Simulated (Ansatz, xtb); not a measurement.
**Two isomers of C3H8BN**

We compare I, `B[C@@H]1C[C@H]1N`, a singlet, with II, `B[C@@H]1C[C@@H]1N`, a singlet. Both are isolated molecules in the gas phase, relaxed with PBE-D3(BJ)/def2-SVP; the shapes shown needn't be the lowest conformers.

I (Å):

```xyz
13

C    -0.7931   -0.4949   -0.9966
C    -0.8888   -0.5080    0.5244
C     0.4524   -0.2147   -0.0667
B    -1.0125    0.7542   -1.8403
N     1.5466   -1.1284   -0.1395
H    -1.2007    1.8262   -1.2843
H    -0.9267    0.7214   -3.0552
H    -0.7136   -1.4857   -1.4754
H    -1.0128   -1.4940    1.0013
H    -1.4485    0.3094    1.0075
H     0.7904    0.8352   -0.0228
H     2.2327   -0.9311    0.5991
H     1.2347   -2.0991   -0.0180
```

II (Å):

```xyz
13

C    -0.8769   -0.3284   -1.0190
C    -0.8627    0.0541    0.4974
C    -0.0684   -1.1107    0.0219
B    -0.3177    0.8063   -1.8839
N     1.3596   -0.9807    0.0321
H     0.7759    1.2845   -1.6538
H    -0.9996    1.2795   -2.7780
H    -1.8129   -0.8273   -1.3203
H    -0.2917    0.9527    0.7785
H    -1.8033   -0.1021    1.0473
H    -0.5208   -2.1031    0.2375
H     1.7314   -1.2169    0.9602
H     1.7868   -1.6335   -0.6365
```

Quicker runs give these differences E(II) − E(I): GFN2-xTB +2.17 kcal/mol; HF/STO-3G −0.09 kcal/mol (at GFN2-xTB geometries); r2SCAN-D4/def2-SVP −0.86 kcal/mol (at GFN2-xTB geometries).

Q: Which of the two would you expect CCSD(T)/def2-SVP + ΔMP2/def2-TZVPP electronic energies to favour?

A: Too close to call at this level: CCSD(T)/def2-SVP + ΔMP2/def2-TZVPP gives E(II) − E(I) = −1.43 kcal/mol.

How the difference moves with the method:

```json
{"level": "GFN2-xTB", "geometry": "GFN2-xTB", "E(II) − E(I) (kcal/mol)": "+2.17", "departure from the last row (kcal/mol)": "+3.60", "job, with rough time for the two": "optimisation, 0.18 s"}
{"level": "HF/STO-3G", "geometry": "GFN2-xTB", "E(II) − E(I) (kcal/mol)": "−0.09", "departure from the last row (kcal/mol)": "+1.34", "job, with rough time for the two": "single point, 0.3 s"}
{"level": "r2SCAN-D4/def2-SVP", "geometry": "GFN2-xTB", "E(II) − E(I) (kcal/mol)": "−0.86", "departure from the last row (kcal/mol)": "+0.57", "job, with rough time for the two": "single point, 2.6 s"}
{"level": "PBE-D3(BJ)/def2-SVP", "geometry": "PBE-D3(BJ)/def2-SVP", "E(II) − E(I) (kcal/mol)": "−0.33", "departure from the last row (kcal/mol)": "+1.10", "job, with rough time for the two": "optimisation, 33 s"}
{"level": "HF/def2-SVP", "geometry": "PBE-D3(BJ)/def2-SVP", "E(II) − E(I) (kcal/mol)": "−2.81", "departure from the last row (kcal/mol)": "−1.38", "job, with rough time for the two": "part of the CCSD(T) run"}
{"level": "MP2/def2-SVP", "geometry": "PBE-D3(BJ)/def2-SVP", "E(II) − E(I) (kcal/mol)": "−1.78", "departure from the last row (kcal/mol)": "−0.35", "job, with rough time for the two": "part of the CCSD(T) run"}
{"level": "CCSD(T)/def2-SVP", "geometry": "PBE-D3(BJ)/def2-SVP", "E(II) − E(I) (kcal/mol)": "−1.93", "departure from the last row (kcal/mol)": "−0.50", "job, with rough time for the two": "single point"}
{"level": "CCSD(T)/def2-SVP + ΔMP2/def2-TZVPP", "geometry": "PBE-D3(BJ)/def2-SVP", "E(II) − E(I) (kcal/mol)": "−1.43", "departure from the last row (kcal/mol)": "", "job, with rough time for the two": "single point, 23 s"}
```

As drawn, both hold the same kinds of bond in the same numbers.

GFN2-xTB puts the two in the other order. HF/STO-3G, PBE-D3(BJ)/def2-SVP find them nearly level. The largest departure from CCSD(T)/def2-SVP + ΔMP2/def2-TZVPP is that of GFN2-xTB, 3.60 kcal/mol. The last row adds to CCSD(T) the change of the MP2 difference between the two basis sets, here +0.50 kcal/mol.

With harmonic frequencies from PBE-D3(BJ)/def2-SVP (ideal gas, rigid rotor, one conformer each, 298.15 K, 1 atm): on the last row, ΔE + ΔZPE = −1.38, ΔH = −1.37, ΔG = −1.38 kcal/mol.

The correlated steps freeze 5 core orbitals. Programs: Ansatz 0.2.0, xtb 6.7.1; the last row on 2 threads of Intel(R) Xeon(R) 6975P-C (Granite Rapids) on a shared host.
